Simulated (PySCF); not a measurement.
Selenium: a sound run and one with changed settings

Sound run: Se⁺ [Ar] 3d10 4s2 4p3, Se²⁺ [Ar] 3d10 4s2 4p2. Computed with PySCF 2.14 in aug-cc-pVDZ-PP with ECP10MDF (5s4p3d, 32 functions), with scalar relativity through the core potential. The sound run starts from symmetry-adapted Hartree-Fock orbitals and uses a fine grid where one is needed.

Changed run: radial step 0.3 in ln r (0.13 in the sound run). This setting is unsound on purpose.

```
species  method  sound run (hartree)  changed run (hartree)  converged
    Se⁺     UHF           -371.53325             -371.53325        yes
    Se⁺    PBE0           -372.72646             -372.72630        yes
    Se⁺    TPSS           -372.67593             -372.67841        yes
   Se²⁺     UHF           -370.76769             -370.76769        yes
   Se²⁺    PBE0           -371.94206             -371.94183        yes
   Se²⁺    TPSS           -371.89367             -371.89589        yes
```

Ionisation energy of Se⁺:

```json
{"method": "UHF", "sound run (eV)": "20.832", "changed run (eV)": "20.832"}
{"method": "PBE0", "sound run (eV)": "21.345", "changed run (eV)": "21.346"}
{"method": "TPSS", "sound run (eV)": "21.286", "changed run (eV)": "21.294"}
```

A coarse radial grid mis-integrates the density and the exchange-correlation energy, with errors of either sign; Hartree-Fock needs no grid.

For comparison, NIST gives 21.196 ± 0.01 eV between the lowest levels.
